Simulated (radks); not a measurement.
The krypton ion Kr+, configuration [Ar] 3d10 4s2 4p5 (the NIST ground configuration). Method: Dirac Kohn-Sham, PBE, spin-unpolarised, spherical densities, finite nucleus; open shells are shared between the two j in proportion to 2j + 1; Fermi nuclear charge, rms radius 4.1884 fm; computed with a radial shooting solver on a logarithmic mesh with Libxc functionals. Some entries of the table are withheld. Estimate them.

orbital     occ.  eigenvalue (hartree)  <r> (bohr)  <1/r> (bohr^-1)
1s1/2          2             -520.5634     0.04149            36.77
2s1/2          2             -68.92263      0.1832            8.228
2p1/2          2             -62.32711      0.1573            8.197
2p3/2          4             -60.34884      0.1613            7.912
3s1/2          2             -10.13393      0.5301            2.714
3p1/2          2                   (1)         (2)              (3)
3p3/2          4                   (4)         (5)              (6)
3d3/2          4              -3.45580      0.5531            2.283
3d5/2          6              -3.40790      0.5570            2.265
4s1/2          2              -1.24841       1.538           0.8684
4p1/2    1.66667              -0.73612       1.804           0.7328
4p3/2    3.33333              -0.70976       1.841           0.7160

Answer. 
(1) 3p1/2 eigenvalue (hartree): -7.80484
(2) 3p1/2 <r> (bohr): 0.5334
(3) 3p1/2 <1/r> (bohr^-1): 2.599
(4) 3p3/2 eigenvalue (hartree): -7.51385
(5) 3p3/2 <r> (bohr): 0.5438
(6) 3p3/2 <1/r> (bohr^-1): 2.531
